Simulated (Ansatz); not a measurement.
Total energies of SnF₂ from Ansatz at PBE-D4/def2-TZVP, gas phase (1 Eh = 27.2114 eV = 2625.5 kJ/mol). The reference geometry is relaxed at PBE0-D4/def2-TZVP.

```tsv
state	geometry	energy (Eh)
charge 0 singlet	reference	-413.98936
charge 1 doublet	reference	-413.58629
charge 1 doublet	relaxed at PBE0-D4/def2-TZVP	-413.59124
free Sn atom (triplet)	–	-214.24935
free F atom (doublet)	–	-99.66912
```

In the def2 sets Sn takes a core potential; there is no spin–orbit coupling.

Question: Work out the vertical ionisation energy to the doublet.

Answer: E(charge 1 doublet) − E(charge 0 singlet) = -413.58629 − (-413.98936) = 0.40307 Eh = 10.97 eV. For comparison, −ε of the highest occupied level is 7.46 eV at this level, 3.51 eV less.

Question: How much does the charge 1 doublet relax, and what is the adiabatic ionisation energy?

Answer: Relaxation: -413.58629 − (-413.59124) = 0.00495 Eh = 0.13 eV. Adiabatic ionisation energy: 0.39812 Eh = 10.83 eV, without zero-point energy. 

Question: What is the binding energy per atom against free atoms?

Answer: Atoms: 1 × (-214.24935) + 2 × (-99.66912) = -413.58759 Eh. Binding: -413.58759 − (-413.98936) = 0.40177 Eh = 10.93 eV, or 3.64 eV for each of 3 atoms (no zero-point energy, no counterpoise term).
